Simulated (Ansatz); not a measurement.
The same path of BClH2O + FH (7 atoms, charge 0, multiplicity 1) was run twice with different band settings. Lost on the way: B1–H2, F6–H7. Made: B1–F6, H2–H7.

Theory: RKS B3LYP-D4/def2-SVP in Ansatz 0.2.0.

Relaxed end points:

```xyz
7
Properties=species:S:1:pos:R:3
B -0.054 -0.471 0.031
H -0.157 -1.030 1.088
Cl 1.580 0.034 -0.504
O -1.062 -0.247 -0.817
H -1.920 -0.523 -0.469
F 0.021 1.955 1.293
H 0.791 1.779 0.797
```

```xyz
7
Properties=species:S:1:pos:R:3
B -0.170 0.593 -0.533
H 0.533 -0.334 2.502
Cl 1.241 -0.190 -1.275
O -1.403 0.068 -0.596
H -1.450 -0.770 -1.074
F 0.004 1.738 0.101
H 0.444 0.392 2.293
```

Common settings: spring 5.0 eV/Å²; optimiser quadratic models (default); start path through a guess of the saddle point; force threshold 0.05 eV/Å; iteration limit 60; end points relaxed.

| run | movable images | climbing image |
| --- | --- | --- |
| 1 | 5 | yes |
| 2 | 1 | no |

(1) What does each run give, and how far can it be trusted?

Answers

(1) Run 1: converged after 26 iterations, highest image 1.087 eV above the first end. Neighbouring images differ by up to 2.3 eV, so the band resolves the path poorly. A vibrational analysis at the climbing image gives one clearly imaginary mode, 1193i cm⁻¹: a first-order saddle point.
Run 2: converged after 19 iterations, highest image 0.184 eV above the first end. Neighbouring images differ by up to 1.4 eV, so the band resolves the path poorly. No image climbed, so the highest image needn't sit at the top of the path. A band with more images between the same ends climbed to 1.09 eV, so this one has probably stepped over the top. So few images can step over the top or miss a turn of the path.
The orbitals stay closed-shell, which can raise the energy where a bond breaks towards radicals; this wasn't checked here.
